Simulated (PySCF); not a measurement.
Species: N-methyl-4-piperidinol, C6H13NO.
SMILES with atom numbers: `[CH3:1][N:2]1[CH2:3][CH2:4][CH:5]([OH:6])[CH2:7][CH2:8]1`

Geometry (GFN2-xTB, Å), atoms numbered from 1 in this order:
```xyz
21
C6H13NO angstrom
C     -2.5456   -0.1446    0.0790
N     -1.1310   -0.0996    0.3745
C     -0.4143   -1.1755   -0.2851
C      1.0387   -1.2033    0.1744
C      1.7172    0.1327   -0.1354
O      3.0668    0.1520    0.2702
C      0.8974    1.2510    0.5131
C     -0.5497    1.1868    0.0372
H     -2.7620   -0.0385   -0.9963
H     -3.0484    0.6598    0.6139
H     -2.9497   -1.0963    0.4218
H     -0.4495   -1.0681   -1.3857
H     -0.8997   -2.1189   -0.0220
H      1.0665   -1.3750    1.2532
H      1.5712   -2.0169   -0.3199
H      1.7528    0.2851   -1.2202
H      3.1006   -0.0006    1.2219
H      1.3302    2.2212    0.2657
H      0.9199    1.1258    1.5983
H     -0.5872    1.3743   -1.0525
H     -1.1334    1.9658    0.5345
```

Probes without a nucleus sit at each ring's centroid and 1 Å off its mean plane on both sides; NICS is minus the shielding there, NICSzz its component along the normal. Level: GIAO PBE0/pcSseg-1 (PySCF, non-relativistic, gas phase) on the GFN2-xTB geometry, one conformer.

Ring bond lengths (Å), with Mayer bond orders in brackets: N2–C3 1.451 (0.96), C3–C4 1.524 (1.03), C4–C5 1.530 (1.02), C5–C7 1.531 (1.01), C7–C8 1.525 (1.03), C8–N2 1.451 (0.96).

Task: Give the NICS values of each ring in ppm.

Result: 
```json
{"ring": "N2–C3–C4–C5–C7–C8", "type": "6-membered ring with N; formal bonds all single", "NICS(0)": "-4.5", "NICS(1), two faces": "-3.7 / -2.6", "NICS(1)zz, two faces": "1.1 / 2.5", "rms pucker (Å)": "0.24", "centre to ring atoms, mean (Å)": "1.44"}
```

Task: What do they say, and how far can they be read as aromaticity?

Result: 
- N2–C3–C4–C5–C7–C8: mean NICS(1)zz 1.8 ppm, near zero. C3, C4, C5, C7, C8 have four or more neighbours, and the NICS criterion for π rings isn't applied.

Task: List the ring angles and the Hirshfeld charges of the ring atoms.

Result: 
- N2–C3–C4–C5–C7–C8: N2 110.7° (-0.098 e), C3 110.3° (-0.026 e), C4 110.2° (-0.085 e), C5 108.3° (+0.042 e), C7 110.2° (-0.085 e), C8 110.2° (-0.026 e); sum 660.0° against 720° for a flat convex ring.

Hardware: one thread, Arm Neoverse N1, no GPU, shared host. Cost: 52 s of wall time. This is the whole shielding run at PBE0/pcSseg-1, SCF included.
